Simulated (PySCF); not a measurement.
An unknown shows these calculated signals:

1H NMR (600 MHz, computed): δ 6.60 (m, 1H), 6.17 (m, 1H), 5.63 (m, 1H), 5.18 (m, 1H), 2.24 (m, 2H), 2.02 (m, 2H), 1.52 (m, 2H), 1.21 (m, 2H), -0.12 (br s, 1H).

13C{1H} NMR (computed): δ 153.6 (CH), 133.8 (CH2), 29.3 (CH2), 9.7 (CH2).

Averaged over atoms made equivalent by symmetry, fast rotation or ring inversion, a single conformation, no solvent, no relativistic terms. GIAO PBE0/pcSseg-1 shieldings; geometry: GFN2-xTB; PySCF.

Scale: 1H and 13C vs TMS (reference shieldings calculated alike).

Task: Which of these does the molecule contain: a (CH3)2CH unit, an NH or NH2 group, a benzene ring, a non-aromatic C=C double bond, a vinyl group CH=CH2, a tert-butyl group?

Result: 
- A (CH3)2CH unit: no.
- An NH or NH2 group: yes (δH -0.12 (br s)).
- A benzene ring: no.
- A non-aromatic C=C double bond: yes.
- A vinyl group CH=CH2: yes (δC 133.8, 153.6; δH 6.17 (m), 5.63 (m), 6.60 (m)).
- A tert-butyl group: no.

The data belong to `InChI=1S/C6H13FNPSi/c1-2-9(8)3-5-10(7)6-4-9/h2,8,10H,1,3-6H2/t9-,10+`; they needn't prove each group on their own.

Carbon signals by region: 2 in the sp2 and nitrile region (100–160 ppm), 2 below 50 ppm.

OH/NH shifts are gas-phase values; hydrogen bonding in solution moves them, usually downfield. Splittings by 19F and 31P in the carbon and heteronuclear signals aren't shown, as no couplings were computed. Shifts are as computed. Against solution values, carbons near 30 ppm lie about +3 ppm off and those near 130 ppm about +5 ppm. Of 1211 compounds with measured shifts, 218 miss one by over three times the rms of a fit or turn the order of signals round; such compounds aren't used in these exercises. No couplings were computed; multiplicities are counted from neighbouring protons, with m where these are inequivalent, close in shift, in a saturated or five-membered ring or joined by F or P, and br s for small geminal =CH2 splittings.
